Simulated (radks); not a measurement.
Results of a calculation; reference values are marked as such.
All-electron atom: Pb63+ in [Ar] 3d1.

Level of theory: Dirac Kohn-Sham, BLYP, spin-unpolarised, spherical densities, finite nucleus; open shells fill j = l - 1/2 first; Fermi nuclear charge, rms radius 5.5012 fm (a radial shooting solver on a logarithmic mesh with Libxc functionals).

Energy parts (hartree):
| part | energy |
|---|---|
| total | -16616.3027 |
| kinetic | 19917.5451 |
| electron-nucleus | -38152.3690 |
| Hartree | 1831.6156 |
| exchange-correlation | -213.0944 |

Orbitals (lengths in bohr, moments of r in powers of bohr; <r^-3> diverges for s and p1/2; r(90%) holds 90 % of the orbital's charge):
\begin{tabular}{lrrrrrr}
orbital & occ. & eigenvalue (hartree) & <r^2> & r(90%) & <r^-3> & small-component weight \\ \hline
1s1/2 & 2 & -3411.056 & 0.0003574 & 0.0294 & - & 9.78e-02 \\
2s1/2 & 2 & -752.6749 & 0.005279 & 0.104 & - & 2.29e-02 \\
2p1/2 & 2 & -731.6614 & 0.003709 & 0.0909 & - & 2.29e-02 \\
2p3/2 & 4 & -650.0168 & 0.004843 & 0.102 & 23790 & 2.02e-02 \\
3s1/2 & 2 & -292.2804 & 0.03081 & 0.240 & - & 8.70e-03 \\
3p1/2 & 2 & -284.1268 & 0.02753 & 0.230 & - & 8.63e-03 \\
3p3/2 & 4 & -263.0205 & 0.03235 & 0.248 & 6580 & 7.92e-03 \\
3d3/2 & 1 & -251.7212 & 0.02368 & 0.219 & 1184 & 7.71e-03 \\
3d5/2 & 0 & -246.9344 & 0.02495 & 0.224 & 968.7 & 7.52e-03 \\
\end{tabular}

The highest occupied level is 3d3/2 at -6849.7 eV. For comparison, the ionisation energy in NIST's Atomic Spectra Database is 6924 eV (theoretical). In exact Kohn-Sham theory the highest level is minus the ionisation energy, but local and semilocal functionals leave it too shallow, through self-interaction and a potential that decays too fast; potentials with the right tail come closer. The density falls to 0.001 e/bohr^3 at r = 0.53 bohr. The electron density at the nucleus is 2.728e+06 e/bohr^3.

Beside tabulated values, note that spin-unpolarised runs miss the spin-polarisation part of the exchange energy of open shells.
